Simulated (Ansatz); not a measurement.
Geometry optimisation, RKS PBE0-D4/def2-SVP in Ansatz 0.2.0.

Input file:

```yaml
crystal:
  periodic: [false, false, false]
  atoms:
    - { symbol: Al, position_ang: [0.0, 0.0, 0.0] }
    - { symbol: O, position_ang: [0.0, 0.0, 2.13] }
    - { symbol: Si, position_ang: [-1.3147, -0.4067, 3.0936] }
    - { symbol: H, position_ang: [-2.239, -1.2403, 2.3304] }
    - { symbol: H, position_ang: [-0.8506, -1.1432, 4.2657] }
    - { symbol: H, position_ang: [-1.9987, 0.8095, 3.5233] }
    - { symbol: F, position_ang: [1.4635, 0.0, -0.845] }
    - { symbol: F, position_ang: [-1.4635, 0.0, -0.845] }
    - { symbol: Br, position_ang: [0.1215, 2.5689, 0.8545] }
    - { symbol: H, position_ang: [0.0592, 1.2514, 2.0086] }
basis:
  gaussian: { orbitals: def2-SVP }
hamiltonian:
  xc: pbe0
  dispersion: d4
relax:
  f_tol: 0.15
  max_steps: 25
  restrain:
    - { distance: [0, 8], at: 2.41, k: 30.0 }
    - { distance: [9, 1], at: 1.01, k: 30.0 }
    - { distance: [0, 1], at: 2.98, k: 30.0 }
    - { distance: [9, 8], at: 2.75, k: 30.0 }
output:
  orbitals: {}
```

Run as:

```bash
$ ansatz run input.yaml --threads 4 --pin off --max-ram 5120MiB --backend cpu --events-out ev --progress --plain --runs-dir out
```

Problem. Where does it end, and by what steps?

Solution. The forces met the threshold. The restraints hold the end off the free minimum; the threshold counts their pulls, which the force column leaves out. Restrained pairs: Al1–Br9 (2.71 → 2.36 Å), O2–H10 (1.26 → 0.98 Å), Al1–O2 (2.13 → 2.95 Å), Br9–H10 (1.75 → 2.75 Å). After 7 steps the energy has fallen by 0.894 eV (the restraints' own energy left out); Al1 moved furthest, 0.76 Å.

```json
{"step": "0", "energy less start (eV)": "0.0000", "largest force component (eV/Å)": "2.835", "accepted": "yes"}
{"step": "1", "energy less start (eV)": "-0.0684", "largest force component (eV/Å)": "3.285", "accepted": "yes"}
{"step": "2", "energy less start (eV)": "-0.2815", "largest force component (eV/Å)": "3.344", "accepted": "yes"}
{"step": "3", "energy less start (eV)": "-0.5211", "largest force component (eV/Å)": "2.202", "accepted": "yes"}
{"step": "4", "energy less start (eV)": "-0.7865", "largest force component (eV/Å)": "1.812", "accepted": "yes"}
{"step": "5", "energy less start (eV)": "-0.8680", "largest force component (eV/Å)": "1.271", "accepted": "yes"}
{"step": "6", "energy less start (eV)": "-0.8927", "largest force component (eV/Å)": "1.261", "accepted": "yes"}
{"step": "7", "energy less start (eV)": "-0.8945", "largest force component (eV/Å)": "1.329", "accepted": "yes"}
```

```xyz
10
Properties=species:S:1:pos:R:3
Al 0.063 0.561 -0.513
O 0.023 0.052 2.397
Si -1.372 -0.447 3.215
H -2.177 -1.293 2.291
H -1.014 -1.241 4.426
H -2.145 0.763 3.625
F 1.434 -0.185 -1.033
F -1.412 -0.126 -0.767
Br 0.145 2.750 0.372
H 0.234 1.006 2.500
```

Run time: 21 s on 4 threads of Arm Neoverse V2 (shared host), peak memory 0.37 GiB.
